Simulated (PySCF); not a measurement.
Si(F)2(SiH3)2 (F2H6Si3), SMILES F[Si](F)([SiH3])[SiH3]. Coordinates come from a PBE-D3(BJ)/def2-SVP optimisation.

All values below come from PBE-D3(BJ)/def2-SVP (PySCF).

Harmonic wavenumbers (cm⁻¹): 83, 85, 91, 124, 132, 198, 261, 367, 403, 468, 508, 513, 549, 802, 813, 855, 881, 888, 895, 899, 908, 2153, 2157, 2170, 2173, 2176, 2177. Rotational constants (GHz): 2.546, 1.503, 1.292; symmetry number 2.

Work out the zero-point energy and the ideal-gas rigid-rotor harmonic-oscillator thermochemistry at 298.15 K and 1 atm.

ZPE = ½ Σ hcν = ½ × 23727 cm⁻¹ = 141.92 kJ/mol. H − E(el) = 169.43 kJ/mol. Entropy in J/(mol K): translation 169.29, rotation 113.76, vibration 112.52, total 395.56. G − E(el) = 51.49 kJ/mol. Cp = 140.60 J/(mol K). Modes under 150 cm⁻¹ make the vibrational entropy uncertain.
